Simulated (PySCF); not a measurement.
SiH₂Cl₂, SMILES Cl[SiH2]Cl. Atoms are numbered in the order given.

```xyz
5

Si     0.0000     0.0000     0.7664
Cl     1.6824     0.0000    -0.4085
Cl    -1.6824     0.0000    -0.4085
H      0.0000    -1.2244     1.5799
H      0.0000     1.2244     1.5799
```

Geometry: B3LYP-D3(BJ)/def2-TZVP. The isomer is the one that the SMILES or the coordinates give; other isomers of the formula were not compared.

Two levels are set side by side: PBE/pcSseg-2 (PySCF) and PBE0/pcSseg-2 (PySCF). GIAO shifts against HCl (³⁵Cl), TMS (²⁹Si), TMS (¹H) at the same level; non-relativistic, no solvent, atoms listed together averaged. Without spin–orbit terms, shifts of atoms bonded to Cl or Br come out too high at both levels. Differences are taken from unrounded values.

```
quantity                   PBE0
-------------------------  ----
δ(²⁹Si) of Si1 (ppm)       -0.5
δ(³⁵Cl) of Cl2, Cl3 (ppm)  47.1
δ(¹H) of H4, H5 (ppm)      5.95
```

**Question.** What does PBE give, and how far is it from PBE0? (An estimate is asked for; the answer gives what the named calculation found.)

**Answer.** 
| quantity | PBE | PBE minus PBE0 |
|---|---|---|
| δ(²⁹Si) of Si1 (ppm) | 0.8 | 1.3 |
| δ(³⁵Cl) of Cl2, Cl3 (ppm) | 69.9 | 22.7 |
| δ(¹H) of H4, H5 (ppm) | 6.22 | 0.28 |

Rough cost on one machine, each run with all the roots and properties that it gave: PBE0 against PBE within a factor of 2.
